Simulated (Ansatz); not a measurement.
The same redistribution along the group Mg, Zn, Cd.

Program: Ansatz. Geometries: PBE0-D4/def2-TZVP. ΔE: electronic, gas phase. CCSD(T)/CBS adds triple-zeta CCSD(T) − MP2 to the extrapolated MP2 energy (def2 sets, frozen cores). Elements past krypton have def2 core potentials. For Br, Cd, Mg, Zn outer-core shells are correlated without core-valence functions, which leaves a few kJ/mol of doubt a bond. Scalar relativity is left out up to krypton. One conformer a species, not always the lowest.

Q: Order these by ΔE at CCSD(T)/CBS, lowest first. (Estimate.)
A. `[SiH3][O][Mg][Cl]` + `COB(F)Br` → `[Cl][Mg][Br]` + `COB(F)O[SiH3]`
B. `[SiH3][O][Zn][Cl]` + `COB(F)Br` → `[Cl][Zn][Br]` + `COB(F)O[SiH3]`
C. `[SiH3][O][Cd][Cl]` + `COB(F)Br` → `[Cl][Cd][Br]` + `COB(F)O[SiH3]`

A: C (-1.82 eV), B (-1.51 eV), A (-1.09 eV).

Largest T1 diagnostic: 0.015, for `[SiH3][O][Zn][Cl]`.
